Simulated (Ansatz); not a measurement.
(AlE)4 cubane: PBE0-D4/def2-TZVP single points in Ansatz on relaxed structures, gas phase. Core potentials for Te, no spin–orbit coupling. Binding counts from free atoms in the multiplicity of their measured ground term, without zero-point energy. The structures are stationary points that may keep the symmetry of their start.

```csv
species,atoms,state,geometry,HOMO (eV),LUMO (eV),gap (eV),binding per atom (eV),point group (within 0.1 Å)
(ClAlO)4 cubane (Al4Cl4O4),12,singlet,PBE-D4/def2-SVP,-9.88,-1.95,7.93,4.70,Td
(HAlTe)4 cubane (Al4Te4H4),12,singlet,PBE-D4/def2-SVP,-7.22,-1.70,5.53,2.98,Td
(FAlNH)4 cubane (Al4N4F4H4),16,singlet,PBE-D4/def2-SVP,-8.67,-1.41,7.27,4.47,Td
(ClAlNH)4 cubane (Al4N4Cl4H4),16,singlet,PBE-D4/def2-SVP,-8.56,-1.27,7.30,4.11,Td
```

The gap (eV) runs from 5.53 ((HAlTe)4 cubane) to 7.93 ((ClAlO)4 cubane).
